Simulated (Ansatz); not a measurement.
Basis sets compared for the cluster AgSe₂. Total charge 0; doublet. Geometry B3LYP-D4/def2-TZVP. Ansatz on 4 threads of Arm Neoverse V2 on a shared host; times are rough, and most runs start from earlier orbitals.

```xyz
3

Ag    0.186    0.992    1.731
Se   -0.532   -1.525   -1.016
Se    0.347    0.533   -0.715
```

In the def2 sets Ag takes a core potential; there is no spin–orbit coupling. The structure comes from a short search, and lower isomers may exist.

Binding counts from free atoms (Ag doublet, Se triplet) in the same basis, without a counterpoise term.

| level | functions | energy (Eh) | HOMO (eV) | LUMO (eV) | binding per atom (eV) | wall time |
| --- | --- | --- | --- | --- | --- | --- |
| PBE-D4/def2-SVP | 95 | -4948.8107 | -4.90 | -4.21 | 1.86 | 1.4 s |
| PBE-D4/def2-TZVP | 136 | -4949.4379 | -5.01 | -4.29 | 1.86 | 2.5 s |
| r2SCAN-D4/def2-TZVP | 136 | -4950.1605 | -5.09 | -4.08 | 1.75 | 6 s |
| PBE0-D4/def2-SVP | 95 | -4948.9362 | -5.60 | -3.20 | 1.67 | 2.8 s |
| PBE0-D4/def2-TZVP (with forces) | 136 | -4949.5621 | -5.69 | -3.26 | 1.68 | 4.9 s |

Task: Estimate the rows for PBE-D4/def2-TZVPD, r2SCAN-D4/def2-TZVPD, PBE0-D4/def2-TZVPD.

Result: 
```csv
level,functions,energy (Eh),HOMO (eV),LUMO (eV),binding per atom (eV),wall time
PBE-D4/def2-TZVPD,154,-4949.4391,-5.04,-4.33,1.86,3.5 s
r2SCAN-D4/def2-TZVPD,154,-4950.1615,-5.11,-4.11,1.76,7.5 s
PBE0-D4/def2-TZVPD,154,-4949.5632,-5.72,-3.30,1.69,5 s
```
